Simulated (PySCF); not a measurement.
SnOBr2, SMILES [O]=[Sn]([Br])[Br]. The structure is a stationary point at PBE-D3(BJ)/def2-SVP. The def2 effective core potentials stand for the cores of Sn; spin–orbit coupling is left out.

Question: Give the equilibrium geometry at PBE-D3(BJ)/def2-SVP (PySCF confirms it by a frequency run) as bond lengths and angles, and its point group. (The exact figures need the calculation; the answer reports its results.)

Answer: point group C2v.
Atoms: Sn1 O2 Br3 Br4. Bond lengths (Å): Sn1–O2 1.860, Sn1–Br3 2.501, Sn1–Br4 2.501. Bond angles (°): O2–Sn1–Br3 127.3, O2–Sn1–Br4 127.3, Br3–Sn1–Br4 105.4.
